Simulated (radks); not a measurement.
Dynamic dipole polarisability and lines of the silver ion Ag11+, [Kr]. Calculated with a radial shooting solver on a logarithmic mesh with Libxc functionals: scalar-relativistic Kohn-Sham, LB94 model potential, spin-unpolarised, spherical densities, finite nucleus; Fermi nuclear charge, rms radius of each element as measured or else 0.836 A^(1/3) + 0.57 fm. Time-dependent linear response with the Hartree and adiabatic LDA kernel, continuum included through the Sternheimer equations, no spin-orbit coupling, so fine structure and intercombination lines are absent. Lines are the poles of the dipole polarisability below minus the highest occupied eigenvalue, found on a grid refined at the orbital gaps; the lowest seven at most are given, and weak or close lines can be missed. The first line takes the name of the lowest orbital gap if no other gap lies below it; otherwise a line is named after a gap within 0.6 % of it, if that gap stands alone.

| photon energy (eV) | alpha (bohr^3) |
|---|---|
| 0 | 0.7032 |
| 13.460 | 0.7235 |
| 40.380 | 0.9011 |
| 67.300 | 2.841 |
| 94.220 | -1.044 |
| 121.14 | -0.7619 |
| 148.06 | -0.1817 |
| 174.98 | -0.1915 |
| 201.90 | -0.1226 |
| 228.82 | -0.1598 |
| 255.74 | -0.3615 |

Lines (eV, oscillator strength): 76.504 (16.21 nm, 4p-4d), f = 4.89; 116.61 (10.63 nm, 4p-5s), f = 0.608; 157.26 (7.884 nm, unassigned), f = 0.0849; 172.73 (7.178 nm, 4s-5p), f = 0.148; 179.04 (6.925 nm, 4p-6s), f = 0.137; 198.54 (6.245 nm, 4p-6d), f = 0.141; 210.04 (5.903 nm, 4p-7s), f = 0.0505. Higher lines, where found, are left out when the end of the mesh affects them. Those listed give 95 % of the static polarisability (sum of f/w^2). Orbital energy gaps for comparison: 4p-4d 60.957 eV; 4p-5s 116.22 eV; 4p-5d 156.14 eV; 4s-5p 172.10 eV; 4p-6s 178.91 eV.
